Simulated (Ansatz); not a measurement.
Ansatz (a program for electronic structure) input (CCSD(T)/aug-cc-pVDZ):

Ansatz 0.2 input:
```yaml
crystal:
  periodic: [false, false, false]
  atoms:
    - {symbol: N, position_ang: [-0.00000000, -0.00000000, -0.56338702]}
    - {symbol: O, position_ang: [0.00000000, 0.00000000, 0.49296364]}
basis:
  gaussian:
    orbitals: aug-cc-pVDZ
total_charge: 1
magnetization: {spin_polarized: false}
correlation: {method: ccsd_t, electrons: outside_noble_gas}
output: {forces: true}
```

Output:

```
Functional definition: HF
integrals: 0.01 GiB planned
453 factors; integrals over basis functions are off by at most 3.6e-4 eV
mean field: 0.07 GiB planned
mean field evaluation 1: about -3506.6837 eV, gradient 3.4e1 eV
mean field evaluation 2: about -3506.6870 eV, gradient 3.4e1 eV
mean field evaluation 4: about -3508.4922 eV, gradient 1.9e0 eV
mean field evaluation 8: about -3508.5018 eV, gradient 2.3e-6 eV
mean field evaluation 16: about -3508.5015 eV, gradient 3.4e-1 eV
mean field -3508.50178244 eV, -128.9350623567 hartree, gradient 9.0e-7 eV, S^2 0.000000; 0 other end points of the search recorded, 0 dependent functions left out
2 core orbitals not correlated
reference -3508.50178244 eV, -128.9350623567 hartree; 5, 5 occupied and 39, 39 virtual orbitals, 453 factors
densities: 0.09 GiB planned
second order -9.30305161 eV of doubles, -0.00000000 eV of singles
coupled cluster: 0.08 GiB planned
cycle   1  -8.78495413 eV  change    5.2e-1 eV  update   9.5e-2
cycle   2  -9.16596692 eV  change   -3.8e-1 eV  update   3.1e-2
cycle   3  -9.26521790 eV  change   -9.9e-2 eV  update   1.3e-2
cycle   4  -9.26011090 eV  change    5.1e-3 eV  update   3.1e-3
cycle   5  -9.26435397 eV  change   -4.2e-3 eV  update   1.1e-3
cycle   6  -9.26469869 eV  change   -3.4e-4 eV  update   1.8e-4
cycle   7  -9.26476829 eV  change   -7.0e-5 eV  update   3.5e-5
cycle   8  -9.26478686 eV  change   -1.9e-5 eV  update   7.8e-6
cycle   9  -9.26478047 eV  change    6.4e-6 eV  update   1.6e-6
perturbative correction -0.37477948 eV, -0.0137728917 hartree
the calculation of the forces begins
Total energy: -3518.14134238 eV, -129.2893096506 hartree
Atom 0 at    -0.000000    -0.000000    -0.563387 Å, force     0.000000    -0.000000    -4.256729 eV/Å
Atom 1 at     0.000000     0.000000     0.492964 Å, force    -0.000000     0.000000     4.256729 eV/Å
Dipole moment:    -0.000000    -0.000000    -0.067616 e Å
```
